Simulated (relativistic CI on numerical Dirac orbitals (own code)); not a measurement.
## Nd4+: 5p photoemission

Computed with this model: Dirac-Coulomb-Breit CI, separate exchange-only KLI orbitals for each configuration, a model potential for QED, valence Slater integrals scaled by 0.7, multiplet model of photoemission in the sudden approximation; configurations [Xe] 4f2 → [Kr] 4d10 4f2 5s2 5p5; 300 K; Lorentzian 0.42 eV and Gaussian 0.5 eV FWHM. Energies are those of the free ion, without screening or charge transfer. The energies are binding energies and can lie tens of eV above those of solids. S is read from ⟨S²⟩ = S(S + 1).

free ion: ground-state S = 0.97, centroid 68.26 eV. Peaks (eV, height): 66.9 (100), 70.8 (55), 71.5 (44).

Strongest unbroadened transitions for free ion:

```tsv
Energy (eV)	Relative strength
65.91	46.4
66.20	29.7
66.56	6.6
66.77	100.0
67.19	71.9
67.25	14.6
67.48	1.2
67.61	4.9
67.83	19.1
68.04	3.9
68.52	1.4
68.63	2.2
69.26	3.5
70.75	80.5
71.51	41.6
71.71	20.6
71.94	1.2
72.32	2.9
```
